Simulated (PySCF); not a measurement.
## How exact exchange moves a shielding

Molecule: SMILES CB1SCCS1, C3H7BS2.

Atoms are numbered as in `[CH3:1][B:2]1[S:3][CH2:4][CH2:5][S:6]1`. Hydrogens are named by the atom that carries them.

GIAO shieldings (ppm, equivalent atoms averaged) in PySCF 2.14.0 with density-fitted response routines on the PBE0-D3(BJ)/def2-SVP geometry, basis pcSseg-1, gas phase, non-relativistic:

| functional | exact exchange (%) | σ(C4/C5) | σ(S3/S6) |
| --- | --- | --- | --- |
| BLYP | 0 | 128.6 | 377.3 |
| BP86 | 0 | 134.0 | 394.3 |
| PBE | 0 | 134.4 | 394.0 |
| B3LYP | 20 | 135.0 | 406.3 |
| PBE0 | 25 | 141.7 | 429.5 |
| mPW1PW91 | 25 | 140.7 | 426.9 |
| HF | 100 | 155.8 | 519.3 |

Problem. Fit each shielding as a line in the percentage of exact exchange.

Solution. σ(C4/C5) = 132.9 + 0.24 x (rms 2.4 ppm); σ(S3/S6) = 389.2 + 1.31 x (rms 7.1 ppm). The functionals also differ in their semilocal parts, which the line can't hold; Hartree–Fock has no correlation at all.

Problem. What does the line predict for BHandHLYP (50 %), and what does the run give?

Solution. σ(C4/C5): 144.9 predicted, 143.2 computed; σ(S3/S6): 454.7 predicted, 447.9 computed ppm.
